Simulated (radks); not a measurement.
Tb XXXIX, 27 electrons, occupied as [Ar] 3d9.

Method: Dirac Kohn-Sham, PBE, spin-unpolarised, spherical densities, point nucleus; open shells are shared between the two j in proportion to 2j + 1; computed with a radial shooting solver on a logarithmic mesh with Libxc functionals.

Energy parts (hartree):
total: -10792.8743
kinetic: 11871.5777
electron-nucleus: -24675.1083
Hartree: 2206.5953
exchange-correlation: -195.9390

Orbitals (lengths in bohr, moments of r in powers of bohr; <r^-3> diverges for s and p1/2; r(max) is where P^2 peaks):
orbital  occ.  eigenvalue (hartree)   r(max)  <1/r>  <r^-3>  small-component weight
1s1/2       2             -1967.643  0.01364  73.13       -                5.88e-02
2s1/2       2             -377.6262  0.07755  17.53       -                1.31e-02
2p1/2       2             -362.3048  0.05849  17.50       -                1.31e-02
2p3/2       4             -334.6916  0.06438  15.40   10510                1.22e-02
3s1/2       2             -127.8231   0.2169  6.566       -                4.38e-03
3p1/2       2             -121.3183   0.2040  6.486       -                4.32e-03
3p3/2       4             -115.2647   0.2158  5.954    2392                4.06e-03
3d3/2     3.6             -104.4152   0.1699  5.833   408.0                3.93e-03
3d5/2     5.4             -103.0594   0.1732  5.701   361.6                3.86e-03
4s1/2       0             -62.60177   0.4589  3.231       -                1.96e-03
4p1/2       0             -59.87791   0.4546  3.174       -                1.91e-03
4p3/2       0             -57.84622   0.4728  2.994   818.4                1.84e-03

The highest occupied level is 3d5/2 at -2804.4 eV. Summed over all electrons, <r^2> = 1.012 bohr^2, which gives a Langevin (diamagnetic) susceptibility term of -0.802 x 10^-6 cm^3/mol.
